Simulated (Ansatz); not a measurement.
```yaml
crystal:
  periodic: [false, false, false]
  atoms:
    - {symbol: C, position_ang: [-6.957608, 0.385001, -0.530623]}
    - {symbol: C, position_ang: [-6.197948, -0.940858, -0.435914]}
    - {symbol: C, position_ang: [-4.720502, -0.808699, -0.036473]}
    - {symbol: C, position_ang: [-3.843937, -0.082785, -1.064775]}
    - {symbol: C, position_ang: [-2.369839, 0.061353, -0.660735]}
    - {symbol: C, position_ang: [-1.604751, -1.263592, -0.545621]}
    - {symbol: C, position_ang: [-0.097167, -1.110654, -0.301947]}
    - {symbol: C, position_ang: [0.269096, -0.463086, 1.039908]}
    - {symbol: C, position_ang: [1.771113, -0.454221, 1.353815]}
    - {symbol: C, position_ang: [2.620114, 0.396056, 0.402696]}
    - {symbol: C, position_ang: [4.102861, 0.421573, 0.782135]}
    - {symbol: C, position_ang: [4.955170, 1.264254, -0.172480]}
    - {symbol: P, position_ang: [6.695833, 1.334602, 0.321702]}
    - {symbol: O, position_ang: [7.054356, 1.865955, 1.681522]}
    - {symbol: O, position_ang: [7.161224, -0.227333, 0.075662]}
    - {symbol: O, position_ang: [7.364668, 2.185039, -0.919947]}
    - {symbol: H, position_ang: [-6.541409, 1.050410, -1.314586]}
    - {symbol: H, position_ang: [-8.027045, 0.222616, -0.774735]}
    - {symbol: H, position_ang: [-6.916053, 0.940879, 0.430098]}
    - {symbol: H, position_ang: [-6.263343, -1.477185, -1.409493]}
    - {symbol: H, position_ang: [-6.707703, -1.598500, 0.301225]}
    - {symbol: H, position_ang: [-4.649830, -0.277929, 0.941291]}
    - {symbol: H, position_ang: [-4.310983, -1.825808, 0.144351]}
    - {symbol: H, position_ang: [-3.907208, -0.619931, -2.039364]}
    - {symbol: H, position_ang: [-4.258914, 0.930726, -1.253188]}
    - {symbol: H, position_ang: [-1.852941, 0.704489, -1.407862]}
    - {symbol: H, position_ang: [-2.313013, 0.615963, 0.302423]}
    - {symbol: H, position_ang: [-2.040037, -1.882946, 0.270054]}
    - {symbol: H, position_ang: [-1.761000, -1.845630, -1.481320]}
    - {symbol: H, position_ang: [0.380430, -2.114695, -0.353122]}
    - {symbol: H, position_ang: [0.344914, -0.524164, -1.138285]}
    - {symbol: H, position_ang: [-0.264260, -1.004433, 1.852838]}
    - {symbol: H, position_ang: [-0.113568, 0.581243, 1.073662]}
    - {symbol: H, position_ang: [2.155274, -1.499896, 1.347618]}
    - {symbol: H, position_ang: [1.923030, -0.085449, 2.392199]}
    - {symbol: H, position_ang: [2.223878, 1.437095, 0.385623]}
    - {symbol: H, position_ang: [2.519985, 0.019068, -0.639041]}
    - {symbol: H, position_ang: [4.504074, -0.614610, 0.801899]}
    - {symbol: H, position_ang: [4.223911, 0.815800, 1.814598]}
    - {symbol: H, position_ang: [4.603982, 2.317217, -0.209129]}
    - {symbol: H, position_ang: [4.917364, 0.875832, -1.212504]}
    - {symbol: H, position_ang: [7.851147, -0.445941, 0.733384]}
    - {symbol: H, position_ang: [8.076635, 2.743173, -0.547562]}
basis:
  gaussian: {orbitals: def2-mTZVPP, fitting: {mean_field: def2-universal-jkfit}, final_grid: {core_spheres: 20, valence_spheres: 16, degree: 47}}
magnetization: {spin_polarized: true, initial_magnetization: 0}
hamiltonian: {xc: {name: B2GP-PLYP}}
output: {forces: true}
```

```sh
$ ansatz run in.yaml --threads 2 --pin off --events-out ev --progress --plain --max-ram 32768MiB --backend cuda --devices 0, --max-vram 18GiB
```

Output, abridged:

```
Functional definition: B2GP-PLYP
1745 factors; integrals over basis functions are off by at most 8.8e-1 eV
mean field evaluation 1: about -28248.6725 eV, gradient 6.6e1 eV
mean field evaluation 2: about -28248.6784 eV, gradient 6.6e1 eV
mean field evaluation 4: about -28266.5556 eV, gradient 8.7e0 eV
mean field evaluation 8: about -28266.8293 eV, gradient 1.7e-1 eV
mean field evaluation 16: about -28266.8294 eV, gradient 2.4e-5 eV
mean field -28266.82943462 eV, -1038.7868217773 hartree, gradient 3.3e-6 eV, S^2 0.000000; 0 other end points of the search recorded, 0 dependent functions left out
20 core orbitals not correlated: weight in the atoms' cores, before any rotation towards them, 1.000 or more for the frozen orbitals, at most 0.000 for the correlated occupied ones
reference -28266.82967071 eV, -1038.7868304531 hartree; 49, 49 occupied and 393, 393 virtual orbitals, 1745 factors
second order -80.62424399 eV of doubles, -0.00000000 eV of singles
Total energy: -28295.85439854 eV, -1039.8534695274 hartree
Atom 0 force    -0.223103     0.538257    -0.022397 eV/Å
Atom 1 force    -0.242331    -0.566991    -0.163345 eV/Å
Atom 2 force     0.250998    -0.175440     0.567266 eV/Å
Atom 3 force    -0.264714     0.168475    -0.570364 eV/Å
Atom 4 force     0.301595     0.548248     0.172876 eV/Å
Atom 5 force    -0.335736    -0.563459     0.004166 eV/Å
Atom 6 force     0.470964    -0.124682    -0.431574 eV/Å
Atom 7 force    -0.468081     0.284772     0.345253 eV/Å
Atom 8 force     0.318050    -0.357190     0.452583 eV/Å
Atom 9 force    -0.263078     0.353648    -0.577270 eV/Å
Atom 10 force     0.287271    -0.367372     0.607570 eV/Å
Atom 11 force    -0.120210     0.398093    -0.458769 eV/Å
Atom 12 force     0.218076    -0.022192     0.140478 eV/Å
Atom 13 force    -0.214884    -0.438837    -1.124982 eV/Å
Atom 14 force     0.332726     0.778904     0.603926 eV/Å
Atom 15 force     0.207765    -0.122362     1.005775 eV/Å
Atom 16 force    -0.239831    -0.433862     0.461956 eV/Å
Atom 17 force     0.638386     0.052847     0.148814 eV/Å
Atom 18 force    -0.004044    -0.360514    -0.554708 eV/Å
Atom 19 force     0.059622     0.348089     0.558247 eV/Å
Atom 20 force     0.305556     0.416630    -0.401795 eV/Å
Atom 21 force    -0.057639    -0.272993    -0.581841 eV/Å
Atom 22 force    -0.261180     0.583325    -0.148750 eV/Å
Atom 23 force     0.052885     0.281623     0.575049 eV/Å
Atom 24 force     0.262320    -0.579042     0.148515 eV/Å
Atom 25 force    -0.302275    -0.391511     0.395030 eV/Å
Atom 26 force    -0.063075    -0.351054    -0.544398 eV/Å
Atom 27 force     0.277294     0.386404    -0.451046 eV/Å
Atom 28 force     0.107293     0.355685     0.513263 eV/Å
Atom 29 force    -0.293718     0.558086     0.056661 eV/Å
Atom 30 force    -0.288730    -0.315102     0.492886 eV/Å
Atom 31 force     0.323811     0.276003    -0.470280 eV/Å
Atom 32 force     0.256275    -0.598121    -0.043435 eV/Å
Atom 33 force    -0.239237     0.595883    -0.032065 eV/Å
Atom 34 force    -0.109829    -0.176865    -0.602837 eV/Å
Atom 35 force     0.234133    -0.593573     0.054168 eV/Å
Atom 36 force     0.081373     0.179688     0.621335 eV/Å
Atom 37 force    -0.281987     0.585301    -0.044567 eV/Å
Atom 38 force    -0.121937    -0.204713    -0.604580 eV/Å
Atom 39 force     0.182219    -0.602724     0.049434 eV/Å
Atom 40 force     0.048188     0.183386     0.605991 eV/Å
Atom 41 force    -0.408930     0.029015    -0.424919 eV/Å
Atom 42 force    -0.412252    -0.283762    -0.327319 eV/Å
Dipole moment:    -0.154942    -0.148251    -0.231458 e Å
```

Run time 19 s (2 threads of AMD EPYC 7R13 on a shared host and a share (18 GiB) of an NVIDIA H100 80GB HBM3), peak host memory 3.2 GiB.

Correlated methods freeze 20 core orbitals.
